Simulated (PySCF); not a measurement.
## How methods differ on the excitation energy of Mg

Mg [Ne] 3s2 (1S) → Mg [Ne] 3d2 (3F), as a difference of total energies. Calculation: PySCF 2.14, in aug-cc-pVDZ (5s4p2d, 27 functions); the non-relativistic Hamiltonian (point nucleus). Correlated levels: valence: [Ne] frozen. The calculations carry no spin-orbit coupling.

| method | excitation energy (eV) |
| --- | --- |
| UHF | 14.045 |
| PBE0 | 14.018 |
| r2SCAN | 13.813 |
| BHandHLYP | 14.631 |
| TPSSh | 13.797 |
| BP86 | 13.757 |
| B2PLYP | 14.561 |
| MP2 (valence) | 14.629 |
| SCS-MP2 (valence) | 14.751 |

**Question.** Estimate what LDA gives.

**Answer.** 14.323 eV, closest to B2PLYP among the rows shown.

**Question.** Estimate what PBE gives.

**Answer.** 13.805 eV, closest to TPSSh among the rows shown.

The upper state lies above the first ionisation limit, where it may autoionise and the basis confines it.

The promoted electron is Rydberg-like, and one or two diffuse shells describe it only roughly, which tends to raise the upper state.
